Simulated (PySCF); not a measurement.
Gas-phase reaction: 3 GaH + 2 C3H4 (cyclic) + 5 H2 → 3 GaH(CH3)2, at 1000 K and a standard pressure of 1 bar. Level: M06-2X/def2-TZVP†.

Energies from PySCF, thermal terms from the rigid-rotor harmonic-oscillator model, ideal gas at 1 bar. † marks an energy on the PBE0/def2-TZVP geometry and frequencies. All species are closed-shell singlets. Ga: all electrons, no relativistic terms. Methyl groups turn as free rotors in GaH(CH3)2. GaH, GaH(CH3)2: computed as isolated molecules; such fragments, hydroxides, amides, oligomers or adducts are transient or little studied in the gas. The harmonic model lacks anharmonicity and excited electronic states, which grow with temperature; levels with a mode under 35 cm⁻¹ are left out.

```
species             E (Ha)  H(1000 K) − E (kJ/mol)  S°(1000 K) (J/mol/K)
-------------  -----------  ----------------------  --------------------
GaH            -1925.40575                    40.8                 238.0
C3H4 (cyclic)   -116.61051                   221.7                 342.7
H2                -1.16846                    55.6                 165.8
GaH(CH3)2      -2005.24519                   313.1                 470.4
```
E: electronic energy; H − E holds the zero-point and thermal terms. 1 Ha = 2625.5 kJ/mol.

Problem. Work out ΔH°, ΔS°, ΔG° and log10 K from these numbers.

Solution. 1. ΔE = 3×(-2005.24519) − 3×(-1925.40575) − 2×(-116.61051) − 5×(-1.16846) = -0.45500 Ha = -1194.6 kJ.
2. Δ(H − E) = 3×(313.1) − 3×(40.8) − 2×(221.7) − 5×(55.6) = 95.5 kJ, so ΔH° = -1099.1 kJ.
3. ΔS° = 3×(470.4) − 3×(238.0) − 2×(342.7) − 5×(165.8) = -817.2 J/K; the number of gas molecules changes by -7.
4. ΔG° = ΔH° − TΔS° = -1099.1 − 1000×(-817.2)/1000 = -281.9 kJ.
5. log10 K = −ΔG°/(RT ln 10) = 14.73, with RT ln 10 = 19.14 kJ/mol; at standard pressures the products are favoured.
6. A shift of 10 kJ in ΔE would move log10 K by 0.52 here.
For scale, ΔH°(298 K) is -1082 kJ at this level, -1106 kJ at ωB97M-V/def2-TZVP†, and runs from -1281 to -931 kJ over the 19 levels computed.
